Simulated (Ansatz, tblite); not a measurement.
Cost and result up the ladder for the cluster Be3Se2⁺ (5 atoms). Total charge 1; doublet. Geometry: PBE-D4/def2-SVP.

```xyz
5

Be    0.871   -0.585    0.791
Be   -1.280   -0.276    0.114
Be    0.408    0.861   -0.905
Se   -0.175    1.283    1.142
Se    0.176   -1.283   -1.142
```

Ansatz on 4 threads of Intel Xeon Platinum 8259CL on a shared host; xTB runs through tblite on one thread. Times are rough, summed over both states, and most runs start from the orbitals of an earlier one. RPA@PBE/def2-TZVP serves as the yardstick here, not as an exact answer. Differences are given only for rows in sets of like size (and for xTB, whose basis is part of the method), since another set adds its own error. The other state is a quartet at its own geometry, which has other bonds, so the gap mixes isomer and spin.

The xTB rows come from tblite. HSE06 is defined as in plane-wave codes, on full-range PBE exchange. Correlated methods freeze 18 core orbitals; core or outer-core shells of Se are correlated, in sets that lack core-valence functions. The rows differ in basis, and correlated rows in double-zeta sets carry the largest basis error. In CCSD on the charge 1 quartet the largest single amplitude is 0.44, so its Hartree–Fock determinant may place the open shell otherwise than the density functionals do. The structure comes from a short search, and lower isomers may exist.

Run but left out: HF/STO-3G, HF/def2-SVP, HF/def2-TZVP, MP2/def2-SVP, MP2/def2-TZVP (quartet: a determinant that CCSD turns far, T1 0.052).

Correlated methods converge slowly with the basis, most of all in double-zeta sets.

xTB has no spin-polarisation term.

```csv
level,functions,wall time,quartet − doublet (eV),difference from RPA@PBE/def2-TZVP (eV),remarks
GFN1-xTB,30,0.013 s,2.66,-0.19,–
GFN2-xTB,30,0.063 s,2.10,-0.76,–
LDA (SPW92)/def2-TZVP,153,2.7 s,3.36,0.51,–
PBE-D4/def2-TZVP,153,5.1 s,3.10,0.25,–
RPA@PBE/def2-TZVP,153,7.8 s,2.85,0.00,–
PBE0-D4/def2-TZVP,153,8.1 s,3.18,0.32,–
HSE06-D4/def2-TZVP,153,8.6 s,3.16,0.31,–
r2SCAN-D4/def2-TZVP (with forces),153,12 s,3.01,0.16,–
BHLYP-D4/def2-TZVP,153,13 s,3.20,0.34,–
r2SCANh-D4/def2-TZVP,153,14 s,3.04,0.19,–
CCSD(T)/def2-SVP,91,24 s,3.02,–,large T1 (0.052) (quartet)
```
